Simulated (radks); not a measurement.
Problem. These are the eigenvalues of the occupied orbitals of an atom or ion with whole-number occupations (hartree). Calculated with a radial shooting solver on a logarithmic mesh with Libxc functionals: Dirac Kohn-Sham, BLYP, spin-unpolarised, spherical densities, point nucleus.

1s1/2: -2106.533
2s1/2: -353.8778
2p1/2: -337.0624
2p3/2: -303.3538
3s1/2: -79.45711
3p1/2: -72.08282
3p3/2: -65.00378
3d3/2: -52.39693
3d5/2: -50.84977
4s1/2: -15.85292
4p1/2: -12.90754
4p3/2: -11.31341
4d3/2: -6.46842
4d5/2: -6.17887
5s1/2: -2.13961
5p1/2: -1.34682
5p3/2: -1.14969
4f5/2: -0.37067
6s1/2: -0.33493
4f7/2: -0.33090

Which element is it, and in what charge state? The configuration may be excited. Open shells, if any, fill j = l - 1/2 first.

Solution. Z = 68, erbium, charge +1: Er+ in [Xe] 4f12 6s1. The list shows which subshells hold electrons but not how many an open one holds; the 1s level, -2106.5 hartree, gives Z - s = 64.9 by -(Z - s)^2/2, which with screening and relativity narrows Z to a few neighbours, and the depths of the outer levels then fix element, charge and occupations together.
